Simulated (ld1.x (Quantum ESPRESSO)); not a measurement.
**What one change does to a pseudopotential (chlorine, TM)**

Cl (Z = 17), norm-conserving Troullier–Martins (Kleinman–Bylander form), made with ld1.x (Quantum ESPRESSO) 7.5 (PBE, scalar-relativistic). Core [Ne], reference 3s2 3p5. Waves: 3p (bound): rc 1.10 bohr; 3d channel at 0.1 Ry: rc 0.90 bohr; 3s (bound): rc 1.20 bohr. Local part: the s channel. Core correction: Bessel-smoothed model core inside 0.70 bohr.

All-electron outer shells of the reference configuration (PBE, scalar-relativistic, ld1.x):

```csv
shell,level (eV),outermost node (bohr),outermost maximum (bohr)
2s,-252.70,0.12,0.36
2p,-191.63,–,0.30
3s,-20.69,0.55,1.29
3p,-8.59,0.53,1.43
```

Change: wave 3p (bound): rc 1.10 bohr becomes 3p (bound): rc 1.44 bohr.

Cutoffs: the cutoffs (Ry, on a coarse ladder) from which the occupation-weighted sum of valence levels, in a spherical-Bessel basis at the reference potential, stays within 10 and 1 mRy of its value at 400 Ry; they do not see the model core or the augmentation charge, which bear on the density cutoff. Errors are all-electron minus pseudo energies relative to the spin-unpolarised reference configuration.

How do hardness, ghosts and transferability respond?

The potential gets softer (90 Ry and 160 Ry → 50 Ry and 80 Ry); of the 7 tests that both files solve, the error grows in 1 and shrinks in 1 by more than 15 % and 0.3 meV (median size 7.4 → 4.3 meV); neither file shows a bound ghost. A larger radius leaves more room for a smooth pseudo-wave, so fewer plane waves are needed.

```tsv
quantity	base	changed
cutoff, loose	90 Ry	50 Ry
cutoff, tight	160 Ry	80 Ry
loose cutoff by channel (10 mRy a level)	p 70 Ry, s 30 Ry	p 12 Ry, s 30 Ry
bound ghosts	none	none
error for 3s2 3p4, meV [ΔE 13.88 eV]	+3.5	+3.0
error for 3s2 3p3, meV [ΔE 39.32 eV]	+24	+24
error for 3s2 3p2, meV [ΔE 77.63 eV]	+75	+81
error for 3s1 3p5, meV [ΔE 26.58 eV]	+7.4	+4.3
error for 3s1 3p6, meV [ΔE 12.15 eV]	+0.9	-0.7
error for 3s2 3p5.3, meV [ΔE -2.14 eV]	+0.3	+0.4
error for 3s2 3p1, meV [ΔE 129.87 eV]	+170	+200
```
